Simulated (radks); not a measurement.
The numbers below are computed, except where a source is named.
Ionisation of Os, [Xe] 4f14 5d6 6s2, to Os+, [Xe] 4f14 5d6 6s1, under several functionals. Dirac Kohn-Sham, spin-unpolarised, spherical densities, point nucleus; open shells are shared between the two j in proportion to 2j + 1; a radial shooting solver on a logarithmic mesh with Libxc functionals. The NIST Atomic Spectra Database gives 8.438 eV (measured). Rank these functionals by the error of their Delta-SCF ionisation energy: exchange-only PBE; LDA (Slater exchange, Perdew-Wang correlation); LDA (Slater exchange, VWN5 correlation).

Answer. From best to worst: exchange-only PBE 8.844 eV (+0.406); LDA (Slater exchange, VWN5 correlation) 9.861 eV (+1.423); LDA (Slater exchange, Perdew-Wang correlation) 9.861 eV (+1.423). Spin polarisation and multiplet splitting are left out, so open shells lie too high by an amount that depends on their filling. Sharing an open shell by 2j + 1 raises it above the true ground level by a part of the spin-orbit splitting, which enters the differences from NIST.

Beside tabulated values, note that spin-unpolarised runs miss the spin-polarisation part of the exchange energy of open shells.
